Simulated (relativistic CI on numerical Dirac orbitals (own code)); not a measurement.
Sn XLIX: computed level list

These numbers are calculated, not measured: Dirac-Coulomb-Breit CI, separate exchange-only KLI orbitals for each configuration, model QED (radiative potential, 1s self-energy scaled to tabulated hydrogen-like ionisation energies), unscaled Slater integrals (own radial code, finite nucleus).

Configurations in the expansion: 1s2, 1s.2s, 1s.2p, 1s.3s, 1s.3p, 1s.3d, 1s.4s, 1s.4p, 1s.4d, 1s.4f, 1s.5s, 1s.5p, 1s.5d, 1s.5f, 1s.5g, 1s.6s, 1s.6p, 1s.6d. Levels of other configurations are missing.

| No. | Configuration | Term | J | E (eV) | % | Next component (%) | Landé g |
| --- | --- | --- | --- | --- | --- | --- | --- |
| 1 | 1s2 | 1S | 0 | 0.0 | 100 |  |  |
| 2 | 1s.2s | 3S | 1 | 25645.2 | 100 |  | 1.945 |
| 3 | 1s.2p | 3P° | 1 | 25715.6 | 72 | 28 1P° | 1.302 |
| 4 | 1s.2p | 3P° | 0 | 25718.2 | 100 |  |  |
| 5 | 1s.2s | 1S | 0 | 25720.8 | 100 |  |  |
| 6 | 1s.2p | 3P° | 2 | 25992.5 | 100 |  | 1.465 |
| 7 | 1s.2p | 1P° | 1 | 26025.1 | 72 | 28 3P° | 1.144 |
| 8 | 1s.3s | 3S | 1 | 30475.5 | 100 |  | 1.951 |
| 9 | 1s.3p | 3P° | 1 | 30494.7 | 71 | 29 1P° | 1.307 |
| 10 | 1s.3p | 3P° | 0 | 30495.4 | 100 |  |  |
| 11 | 1s.3s | 1S | 0 | 30495.7 | 100 |  |  |
| 12 | 1s.3p | 3P° | 2 | 30577.1 | 100 |  | 1.472 |
| 13 | 1s.3d | 3D | 2 | 30585.0 | 61 | 39 1D | 1.072 |
| 14 | 1s.3d | 3D | 1 | 30586.1 | 100 |  | 0.512 |
| 15 | 1s.3p | 1P° | 1 | 30586.4 | 71 | 29 3P° | 1.157 |
| 16 | 1s.3d | 3D | 3 | 30611.4 | 100 |  | 1.313 |
| 17 | 1s.3d | 1D | 2 | 30612.5 | 61 | 39 3D | 1.073 |
| 18 | 1s.4s | 3S | 1 | 32146.1 | 100 |  | 1.954 |
| 19 | 1s.4p | 3P° | 1 | 32154.0 | 71 | 29 1P° | 1.308 |
| 20 | 1s.4p | 3P° | 0 | 32154.3 | 100 |  |  |
| 21 | 1s.4s | 1S | 0 | 32154.4 | 100 |  |  |
| 22 | 1s.4p | 3P° | 2 | 32188.7 | 100 |  | 1.475 |
| 23 | 1s.4d | 3D | 2 | 32191.9 | 61 | 39 1D | 1.075 |
| 24 | 1s.4d | 3D | 1 | 32192.4 | 100 |  | 0.516 |
| 25 | 1s.4p | 1P° | 1 | 32192.5 | 71 | 29 3P° | 1.162 |
| 26 | 1s.4d | 3D | 3 | 32203.1 | 100 |  | 1.315 |
| 27 | 1s.4f | 3F° | 3 | 32203.3 | 57 | 43 1F° | 1.029 |
| 28 | 1s.4f | 3F° | 2 | 32203.5 | 100 |  | 0.676 |
| 29 | 1s.4d | 1D | 2 | 32203.6 | 61 | 39 3D | 1.076 |
| 30 | 1s.4f | 3F° | 4 | 32208.8 | 100 |  | 1.236 |

Energies count from the lowest computed level; ° marks odd parity.

The mean weight of the leading LS term, summed over parents, in these 30 levels is 88 %, and that of the leading jj configuration (from the same eigenvectors) 100 %, so jj coupling describes them better and the LS labels are nominal.

At this charge energies of transitions that change n are usually good to better than 1 %, and those within a shell (Δn = 0) to a few per cent.

LS names give the leading component of a level, which can be under half, so a name can repeat, a term be missing and a line seem to break the LS rules.
